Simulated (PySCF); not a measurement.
Does the answer move with the share of exact exchange?

Compound: C3H8GeSi.
Atom-mapped SMILES: `[CH:1]#[C:2][C@@H:3]([SiH3:4])[GeH3:5]` (hydrogens: H6 on C1; H7 on C3; H8, H9, H10 on Si4; H11, H12, H13 on Ge5)

Geometry (PBE0-D3(BJ)/def2-SVP, Å), atoms numbered from 1 in this order:
```
atom  x, y, z in Å
C1    -1.4176   -2.1968   -0.6063
C2    -0.7894   -1.2702   -0.1376
C3    -0.0188   -0.1586    0.3716
Si4    1.8270   -0.3946   -0.0082
Ge5   -0.7183    1.5444   -0.3627
H6    -1.9782   -3.0184   -1.0106
H7    -0.1241   -0.0894    1.4694
H8     2.3146   -1.6718    0.5907
H9     2.0315   -0.4236   -1.4862
H10    2.5958    0.7492    0.5725
H11   -0.5516    1.5311   -1.8905
H12   -2.2044    1.6718    0.0083
H13    0.0798    2.7147    0.2425
```

PySCF, def2-SVPD basis, density fitting, gas phase, PBE0-D3(BJ)/def2-SVP geometry; singlet excitations by full TDDFT with frozen cores, triplets by Tamm–Dancoff TDDFT and ionisation energies by ΔSCF, from the lowest of the holes tried. One functional is left out:

```json
{"functional": "LDA", "exact exchange (%)": "0", "HOMO energy (eV)": "-6.39", "LUMO energy (eV)": "-0.91", "lowest singlet excitation (eV)": "5.54", "lowest triplet excitation (eV)": "5.18", "mean polarisability (au)": "101.2", "vertical ionisation energy (eV)": "9.28"}
{"functional": "PBE", "exact exchange (%)": "0", "HOMO energy (eV)": "-6.23", "LUMO energy (eV)": "-0.68", "lowest singlet excitation (eV)": "5.60", "lowest triplet excitation (eV)": "5.04", "mean polarisability (au)": "99.0", "vertical ionisation energy (eV)": "9.09"}
{"functional": "PBE0", "exact exchange (%)": "25", "HOMO energy (eV)": "-7.35", "LUMO energy (eV)": "0.07", "lowest singlet excitation (eV)": "6.07", "lowest triplet excitation (eV)": "5.08", "mean polarisability (au)": "95.3", "vertical ionisation energy (eV)": "9.24"}
{"functional": "BHandHLYP", "exact exchange (%)": "50", "HOMO energy (eV)": "-8.33", "LUMO energy (eV)": "0.70", "lowest singlet excitation (eV)": "6.09", "lowest triplet excitation (eV)": "5.11", "mean polarisability (au)": "92.5", "vertical ionisation energy (eV)": "9.23"}
```

Question: Predict the row of B3LYP (20 % exact exchange) by straight lines through the other rows, and check it.

Answer: 
```tsv
property	line	computed	computed − line	PBE0 (25 %), for comparison
HOMO energy (eV)	-7.13	-7.13	0.00	-7.35
LUMO energy (eV)	-0.17	-0.17	0.00	0.07
lowest singlet excitation (eV)	5.84	5.97	+0.13	6.07
lowest triplet excitation (eV)	5.10	5.14	+0.04	5.08
mean polarisability (au)	96.8	96.1	-0.7	95.3
vertical ionisation energy (eV)	9.21	9.24	+0.03	9.24
```

Question: Which of these properties follows the share of exact exchange most closely, and which least?

Answer: Most closely the HOMO energy, least the lowest triplet excitation; the correlations over the tabulated rows are HOMO energy -0.998, LUMO energy 0.989, mean polarisability -0.964, lowest singlet excitation 0.913, vertical ionisation energy 0.294, lowest triplet excitation -0.044. The HOMO energy moves by -0.405 eV for every 10 %. Functionals with the same share still differ in their other parts: at 0 % LDA and PBE differ by 0.16 eV in it.
